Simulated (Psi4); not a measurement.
# The standard entropy of InHF2 (SMILES [F][InH][F]) from a frequency calculation

A singlet with charge 0, relaxed at PBE0-D4/def2-SVP (density fitting, core potential) (Psi4 1.11):

```xyz
4

F    -1.7141   -0.6640    0.2363
In    0.0436    0.1129   -0.0878
F     1.3617   -1.0044    0.8134
H     0.3673    1.5077   -0.9901
```

Harmonic wavenumbers in cm⁻¹: 150, 405, 412, 622, 633, 1902.

Masses in u: F 18.998, In 114.818, H 1.008. Take T = 298.15 K, p = 1 bar, R = 8.3145 J/(mol K), kT/hc = 207.22 cm⁻¹, rigid rotor and harmonic oscillator.

Problem. Work out S° at 298 K.

Solution. 
1. Translation (Sackur–Tetrode): S = R[3/2 ln M + 5/2 ln T − 1.1517] with M = 153.822 gives 171.7 J/(mol K).
2. Rotation: principal moments 41.621, 94.130, 135.751 u Å² give A, B, C = 0.405, 0.1791, 0.1242 cm⁻¹; the symmetry number is σ = 2; q = (√π/σ)√((kT/hc)³/ABC) = 27852; S = R(ln q + 3/2) = 97.6.
3. Vibration: with u = ν̃/207.22, each mode gives R[u/(eᵘ − 1) − ln(1 − e⁻ᵘ)]; the sum is 22.4, most from 150 cm⁻¹ (11.2), 405 cm⁻¹ (4.0), 412 cm⁻¹ (3.8).
4. Spin: R ln 1 = 0.0.
5. Sum: 171.7 + 97.6 + 22.4 + 0.0 = 291.7 J/(mol K).

No measured value is set beside it here.
